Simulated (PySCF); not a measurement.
Si(OSiH3)2(F)2 (F2H6O2Si3), SMILES [Si](F)(O[SiH3])(F)O[SiH3]. Atoms are numbered in the order given.

```xyz
13

F      0.7378     1.9485    -0.0438
Si     0.1023     0.5513    -0.5106
F      0.3573     0.4473    -2.0895
O     -1.4888     0.5397    -0.2133
Si    -2.6637    -0.3204     0.6089
O      0.8444    -0.6726     0.2552
Si     2.2909    -1.2646     0.8487
H     -2.7538    -1.7033     0.0604
H     -3.9548     0.3900     0.4183
H     -2.3225    -0.3816     2.0589
H      2.5153    -0.7309     2.2209
H      3.4128    -0.8525    -0.0421
H      2.1895    -2.7474     0.8911
```

Coordinates come from a r2SCAN-D4/def2-SVP optimisation. Other conformers were not sampled.

Level of theory: r2SCAN/def2-TZVP (PySCF).

ESP charges are fitted to the potential on shells at 1.4 to 2.0 van der Waals radii. Atomic charges (e):

| atom | Mulliken | ESP fit | Löwdin | IAO |
|---|---|---|---|---|
| F1 | -0.31 | -0.29 | 0.03 | -0.53 |
| Si2 | 0.90 | 0.97 | -0.25 | 1.88 |
| F3 | -0.30 | -0.29 | 0.03 | -0.53 |
| O4 | -0.40 | -0.38 | 0.02 | -0.89 |
| Si5 | 0.37 | 0.35 | 0.21 | 0.90 |
| O6 | -0.40 | -0.36 | 0.02 | -0.89 |
| Si7 | 0.37 | 0.33 | 0.21 | 0.90 |
| H8 | -0.04 | -0.06 | -0.05 | -0.14 |
| H9 | -0.03 | -0.05 | -0.04 | -0.13 |
| H10 | -0.04 | -0.06 | -0.05 | -0.14 |
| H11 | -0.04 | -0.05 | -0.05 | -0.14 |
| H12 | -0.03 | -0.05 | -0.04 | -0.14 |
| H13 | -0.04 | -0.05 | -0.05 | -0.14 |

Computed Mayer and Wiberg (Löwdin basis) orders of the bonds:
```json
[
 {"bond": "F1–Si2", "Mayer": "1.14", "Wiberg": "1.70"},
 {"bond": "Si2–F3", "Mayer": "1.15", "Wiberg": "1.71"},
 {"bond": "Si2–O4", "Mayer": "1.23", "Wiberg": "1.61"},
 {"bond": "O4–Si5", "Mayer": "1.08", "Wiberg": "1.51"},
 {"bond": "Si2–O6", "Mayer": "1.19", "Wiberg": "1.59"},
 {"bond": "O6–Si7", "Mayer": "1.08", "Wiberg": "1.52"},
 {"bond": "Si5–H8", "Mayer": "0.94", "Wiberg": "0.97"},
 {"bond": "Si5–H9", "Mayer": "0.95", "Wiberg": "0.97"},
 {"bond": "Si5–H10", "Mayer": "0.94", "Wiberg": "0.97"},
 {"bond": "Si7–H11", "Mayer": "0.94", "Wiberg": "0.97"},
 {"bond": "Si7–H12", "Mayer": "0.94", "Wiberg": "0.97"},
 {"bond": "Si7–H13", "Mayer": "0.95", "Wiberg": "0.97"}
]
```
